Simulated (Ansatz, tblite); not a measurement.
Forces on [Ga(CN)H3]- (CH3GaN⁻) at its PBE-D4/def2-TZVPD geometry. The state is a singlet with charge -1.

The xTB rows come from tblite.

GFN1-xTB (tblite), largest force 1.22 eV/Å:

```xyz
6
positions Å, forces eV/Å
Ga   -0.129    0.628    0.120    0.006   -0.032   -0.006
C     0.273   -1.338   -0.257    0.184   -0.868   -0.165
N     0.507   -2.465   -0.473   -0.247    1.177    0.225
H     1.267    1.291    0.571   -0.406   -0.158   -0.123
H    -1.229    0.642    1.297    0.308    0.027   -0.331
H    -0.690    1.242   -1.258    0.154   -0.145    0.400
```

PBE-D4/def2-TZVPD (Ansatz), largest force 0.01 eV/Å:

```
Ga -0.002 0.006 0.001
C 0.005 -0.005 0.000
N -0.002 -0.001 -0.001
H -0.003 0.000 -0.001
H 0.002 0.000 -0.002
H 0.001 -0.001 0.003
```
